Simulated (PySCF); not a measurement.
BeFCl, SMILES [F][Be][Cl].

Geometry optimised at PBE-D3(BJ)/def2-TZVP.

These are IEF-PCM-ωB97X/def2-TZVPD (PySCF) values and carry that method's errors.

The values are the electrostatic part of the solvation free energy, E(continuum) − E(gas) at the gas-phase geometry, in a cavity of scaled van der Waals radii (PySCF's table); cavitation and dispersion terms are not included. A continuum can't describe solvent molecules that bind to the metal. In vacuum the orbital gap is 13.17 eV. The dipole moment in vacuum is 0.16 D.

Computed values in water (ε = 78.36), chloroform (ε = 4.71), benzene (ε = 2.27):
```
solvent         ε  ΔG(elec) (kcal/mol)  dipole (D)  gap (eV)
----------  -----  -------------------  ----------  --------
water       78.36                 -6.8        0.11     13.20
chloroform   4.71                 -4.7        0.01     13.20
benzene      2.27                 -2.9        0.06     13.19
```
